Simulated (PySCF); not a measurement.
BFO, singlet, geometry from GFN2-xTB of the parent state; BLYP/6-31G run with PySCF.

Here is a job for PySCF.
```python
from pyscf import gto, scf, dft

mol = gto.M(
    atom='''
F    -1.246835    0.252425    0.110093
B     0.200928   -0.491199   -0.309364
O     1.277110    0.023021    0.069498
''',
    basis='6-31g',
    charge=0,
    spin=0,
    verbose=4,
)

mf = dft.RKS(mol)
mf.xc = 'blyp'
mf.kernel()
```

Problem. Write the output that PySCF gives for this input, abridged.

Solution. 
```
PySCF version 2.14.0

[INPUT] verbose = 4
[INPUT] num. atoms = 3
[INPUT] num. electrons = 22
[INPUT] charge = 0
[INPUT] spin (= nelec alpha-beta = 2S) = 0
[INPUT] symmetry False subgroup None
[INPUT] Mole.unit = angstrom
[INPUT] Symbol           X                Y                Z      unit          X                Y                Z       unit  Magmom
[INPUT]  1 F     -1.246835000000   0.252425000000   0.110093000000 AA   -2.356176672522   0.477014116993   0.208045618232 Bohr   0.0
[INPUT]  2 B      0.200928000000  -0.491199000000  -0.309364000000 AA    0.379698890757  -0.928231582660  -0.584613232800 Bohr   0.0
[INPUT]  3 O      1.277110000000   0.023021000000   0.069498000000 AA    2.413388130943   0.043503385114   0.131332186205 Bohr   0.0

nuclear repulsion = 46.1138922620655
number of shells = 15
number of NR pGTOs = 66
number of NR cGTOs = 27
basis = 6-31g
ecp = {}

******** <class 'pyscf.dft.rks.RKS'> ********
method = RKS
initial guess = minao
damping factor = 0
level_shift factor = 0
DIIS = <class 'pyscf.scf.diis.CDIIS'>
diis_start_cycle = 1
diis_space = 8
diis_damp = 0
SCF conv_tol = 1e-09
SCF conv_tol_grad = None
SCF max_cycles = 50
direct_scf = True
direct_scf_tol = 1e-13
XC library pyscf.dft.libxc version 7.1.2
    S. Lehtola, C. Steigemann, M. J. T. Oliveira, and M. A. L. Marques,  SoftwareX 7, 1–5 (2018)
XC functionals = blyp
    A. D. Becke,  Phys. Rev. A 38, 3098 (1988)
    C. Lee, W. Yang, and R. G. Parr,  Phys. Rev. B 37, 785 (1988)
    B. Miehlich, A. Savin, H. Stoll, and H. Preuss,  Chem. Phys. Lett. 157, 200 (1989)
radial grids:
    Treutler-Ahlrichs [JCP 102, 346 (1995); DOI:10.1063/1.469408] (M4) radial grids

becke partition: Becke, JCP 88, 2547 (1988); DOI:10.1063/1.454033
pruning grids: <function nwchem_prune>
grids dens level: 3
symmetrized grids: False
atomic radii adjust function: <function treutler_atomic_radii_adjust>
small_rho_cutoff = 0
Set gradient conv threshold to 3.16228e-05
Initial guess from minao.
tot grids = 42392
init E= -199.911995875192
  HOMO = -0.411564208885149  LUMO = -0.181739002804377  gap/eV = 6.25386
cycle= 1 E= -199.465749108811  delta_E= 0.446  |g|= 1.23  |ddm|= 1.86
  HOMO = -0.0907691690753547  LUMO = -0.0550791678739695  gap/eV = 0.97117
cycle= 2 E= -196.074282872426  delta_E= 3.39  |g|= 3.55  |ddm|= 3.17
  HOMO = -0.258930165974677  LUMO = -0.157665008529178  gap/eV = 2.75557
cycle= 3 E= -199.77171177169  delta_E= -3.7  |g|= 0.494  |ddm|= 2.77
  HOMO = -0.291147821665276  LUMO = -0.194979258076644  gap/eV = 2.61688
cycle= 4 E= -199.744982726537  delta_E= 0.0267  |g|= 0.645  |ddm|= 0.746
  HOMO = -0.311164616842185  LUMO = -0.213171355873502  gap/eV = 2.66653
cycle= 5 E= -199.825939579704  delta_E= -0.081  |g|= 0.0856  |ddm|= 0.408
  HOMO = -0.307596940434648  LUMO = -0.205122640659666  gap/eV = 2.78847
cycle= 6 E= -199.827937688888  delta_E= -0.002  |g|= 0.026  |ddm|= 0.076
  HOMO = -0.307217600925066  LUMO = -0.205661217573421  gap/eV = 2.76349
cycle= 7 E= -199.82805127645  delta_E= -0.000114  |g|= 0.0112  |ddm|= 0.0167
  HOMO = -0.307700063142922  LUMO = -0.20554611121481  gap/eV = 2.77975
cycle= 8 E= -199.82808185989  delta_E= -3.06e-05  |g|= 0.00164  |ddm|= 0.00757
  HOMO = -0.307688201645988  LUMO = -0.205516725880454  gap/eV = 2.78023
cycle= 9 E= -199.828082366091  delta_E= -5.06e-07  |g|= 0.00059  |ddm|= 0.000777
  HOMO = -0.307703601343227  LUMO = -0.205514478000155  gap/eV = 2.78071
cycle= 10 E= -199.82808244977  delta_E= -8.37e-08  |g|= 1.14e-05  |ddm|= 0.000442
  HOMO = -0.307702920765746  LUMO = -0.205514417841895  gap/eV = 2.78069
cycle= 11 E= -199.828082449804  delta_E= -3.39e-11  |g|= 1.19e-06  |ddm|= 1.01e-05
  HOMO = -0.30770276037548  LUMO = -0.205514409459647  gap/eV = 2.78069
Extra cycle  E= -199.8280824498  delta_E= 3.47e-12  |g|= 4.24e-06  |ddm|= 3.57e-06
converged SCF energy = -199.8280824498
```
